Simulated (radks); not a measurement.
Results of a calculation; reference values are marked as such.
Problem. Species: the praseodymium ion Pr2+. Configuration: [Xe] 4f3. Level of theory: Dirac Kohn-Sham, exchange-only LDA, spin-unpolarised, spherical densities, point nucleus; open shells are shared between the two j in proportion to 2j + 1 (a radial shooting solver on a logarithmic mesh with Libxc functionals). Some entries of the table are withheld. Estimate them.

orbital     occ.  eigenvalue (hartree)  <r^2> (bohr^2)
1s1/2          2                   (1)       0.0007907
2s1/2          2             -247.0702         0.01249
2p1/2          2             -233.6217        0.009138
2p3/2          4             -215.9226         0.01039
3s1/2          2                   (2)         0.08489
3p1/2          2             -47.86478         0.07977
3p3/2          4             -44.36047         0.08724
3d3/2          4             -34.32702         0.07104
3d5/2          6             -33.57095         0.07315
4s1/2          2             -10.96196          0.4383
4p1/2          2              -8.81882          0.4673
4p3/2          4              -8.05971          0.5092
4d3/2          4                   (3)          0.6065
4d5/2          6                   (4)          0.6236
5s1/2          2              -1.85341           2.552
5p1/2          2                   (5)           3.271
5p3/2          4                   (6)           3.617
4f5/2    1.28571              -0.46890           1.802
5d3/2          0              -0.46403           8.240
6s1/2          0              -0.45700           15.78
4f7/2    1.71429              -0.45620           1.864
5d5/2          0              -0.45557           8.502

Solution. 
(1) 1s1/2 eigenvalue (hartree): -1534.188
(2) 3s1/2 eigenvalue (hartree): -53.59490
(3) 4d3/2 eigenvalue (hartree): -4.53636
(4) 4d5/2 eigenvalue (hartree): -4.40336
(5) 5p1/2 eigenvalue (hartree): -1.28058
(6) 5p3/2 eigenvalue (hartree): -1.17592
